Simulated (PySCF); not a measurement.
# UHF on S⁻ (sulfur, charge -1)

Configuration: [Ne] 3s2 3p5, 2P determinant. All numbers are calculated (PySCF 2.14, scalar relativity by spin-free X2C-1e, in aug-cc-pCVTZ-DK with one added diffuse shell each of s, p, d, f type (9s8p6d4f, 91 functions)).

- Total energy: -398.623143 hartree
- One-electron energy: -556.0014 hartree
- Hartree (Coulomb) energy: 182.6797 hartree
- Exchange energy: -25.3015 hartree
- ⟨S²⟩: 0.7639
- ⟨L²⟩: 2.057
- Sum of ⟨r⟩: 18.96 bohr
- Sum of ⟨r²⟩: 43.31 bohr²
- Traceless quadrupole moment −½Σ⟨3z² − r²⟩ along its main axis: 3.02 e·bohr²
- Langevin diamagnetic susceptibility: -34.3 ×10⁻⁶ cm³/mol

```json
{"shell": "1s α", "electrons": "1", "mean orbital energy (eV)": "-2502.7", "spread (eV)": "0", "rms radius, mean of both spins (bohr)": "0.112"}
{"shell": "1s β", "electrons": "1", "mean orbital energy (eV)": "-2502.4", "spread (eV)": "0", "rms radius, mean of both spins (bohr)": "0.112"}
{"shell": "2s α", "electrons": "1", "mean orbital energy (eV)": "-237.55", "spread (eV)": "0", "rms radius, mean of both spins (bohr)": "0.516"}
{"shell": "2s β", "electrons": "1", "mean orbital energy (eV)": "-237.32", "spread (eV)": "0", "rms radius, mean of both spins (bohr)": "0.516"}
{"shell": "2p α", "electrons": "3", "mean orbital energy (eV)": "-173.16", "spread (eV)": "0.481", "rms radius, mean of both spins (bohr)": "0.491"}
{"shell": "2p β", "electrons": "3", "mean orbital energy (eV)": "-172.71", "spread (eV)": "0.397", "rms radius, mean of both spins (bohr)": "0.491"}
{"shell": "3s α", "electrons": "1", "mean orbital energy (eV)": "-17.389", "spread (eV)": "0", "rms radius, mean of both spins (bohr)": "1.92"}
{"shell": "3s β", "electrons": "1", "mean orbital energy (eV)": "-14.545", "spread (eV)": "0", "rms radius, mean of both spins (bohr)": "1.92"}
{"shell": "3p α", "electrons": "3", "mean orbital energy (eV)": "-3.496", "spread (eV)": "1.839", "rms radius, mean of both spins (bohr)": "2.60"}
{"shell": "3p β", "electrons": "2", "mean orbital energy (eV)": "-2.314", "spread (eV)": "0", "rms radius, mean of both spins (bohr)": "2.60"}
```

Densities and radii are taken from the X2C orbitals without a picture-change correction, which distorts them close to the nucleus.

Spin-orbit constants ζ (cm⁻¹) from the X2C one-electron operator on these orbitals: bare nucleus, nucleus screened by l(l+1)(2l+1)/3 electrons, and screened by the Breit-Pauli mean field of the electrons.

```csv
shell,bare,screened nucleus,mean field
2p,7458,6526,6100
3p,402.4,352.1,323.4
```

To first order the Landé constant is A = -323.4 cm⁻¹, so the lowest level has J = 3/2 and lies 0.0201 eV below the centre of the term.
